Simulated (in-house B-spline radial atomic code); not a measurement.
A radial electron density 4πr²n(r) was computed for an atom or ion in its tabulated ground configuration with a B-spline radial code for spherical atoms; method: non-relativistic LDA PW92, spin-polarised, spherical fractional occupations. Columns: r (bohr), 4πr²n(r) (electrons per bohr), bar.

```
 0.00418   0.3423 #
   0.005   0.4787 #
 0.00598   0.6662 ##
 0.00715   0.9218 ###
 0.00855    1.268 ####
  0.0102    1.723 #####
  0.0122    2.331 #######
  0.0146    3.121 #########
  0.0175    4.136 ############
  0.0209    5.366 ###############
   0.025    6.851 ###################
  0.0299    8.553 ########################
  0.0358    10.41 #############################
  0.0428    12.27 ##################################
  0.0512    13.95 #######################################
  0.0613    15.19 ##########################################
  0.0733    15.74 ############################################
  0.0876    15.44 ###########################################
   0.105    14.29 ########################################
   0.125    12.65 ###################################
    0.15    10.91 ##############################
   0.179    9.834 ###########################
   0.214    9.819 ###########################
   0.256    10.92 ###############################
   0.307    12.62 ###################################
   0.367    13.94 #######################################
   0.439    14.03 #######################################
   0.525    12.52 ###################################
   0.628    9.732 ###########################
   0.751     6.51 ##################
   0.898    3.761 ###########
    1.07    2.016 ######
    1.28    1.161 ###
    1.54   0.8439 ##
    1.84   0.6726 ##
     2.2   0.4594 #
    2.63    0.239 #
    3.14  0.08962 
    3.76  0.02228 
     4.5 0.003523 
    5.38 0.0003331 
    6.43 1.721e-05
```

Problem. Which atom or ion is it?
A. Si2+
B. P3+
C. Si3+
D. Al3+

Solution. C. The area under the curve, ∫4πr²n dr = ∫r·4πr²n d(ln r) on this logarithmic grid, is 11 electrons, which only this option has. The configuration is [Ne] 3s1.
